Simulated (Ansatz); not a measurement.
Two shapes of doublet C₇H₇.

Shape 1:

```xyz
14

C     1.4050    0.0000    0.0000
C     0.7025    1.2168    0.0000
C    -0.7025    1.2168    0.0000
C    -1.4050    0.0000    0.0000
C    -0.7025   -1.2168    0.0000
C     0.7025   -1.2168    0.0000
C     2.8100    0.0000    0.0000
H     1.2475    2.1607    0.0000
H    -1.2475    2.1607    0.0000
H    -2.4950    0.0000    0.0000
H    -1.2475   -2.1607    0.0000
H     1.2475   -2.1607    0.0000
H     3.3714   -0.9343    0.0000
H     3.3714    0.9343    0.0000
```

Shape 2:

```xyz
14

C     0.9139    0.0000    0.0000
C     0.2320    1.1185    0.0000
C    -1.0425    1.1133    0.0000
C    -1.6911    0.0000    0.0000
C    -1.0425   -1.1133    0.0000
C     0.2320   -1.1185    0.0000
C     2.2094    0.0000    0.0000
H     0.7324    1.9911    0.0000
H    -1.5444    1.9846    0.0000
H    -2.6961    0.0000    0.0000
H    -1.5444   -1.9846    0.0000
H     0.7324   -1.9911    0.0000
H     2.7261   -0.8615    0.0000
H     2.7261    0.8615    0.0000
```

Basis set: cc-pVDZ (spherical functions). Left uncorrelated: 7 orbitals. Charge 0, multiplicity 2.

Computed with Ansatz (development build ahead of 0.2.0); each method stands on the lowest determinant of its kind that the runs found.

Question: Which shape is lower in energy, and by how much in each method?

Answer:

```tsv
method	E(2) − E(1) (eV)
UHF	3.825
UHF-MP2	3.802
```

Shape 1 is lower. Caution: the unrestricted determinant is spin contaminated.
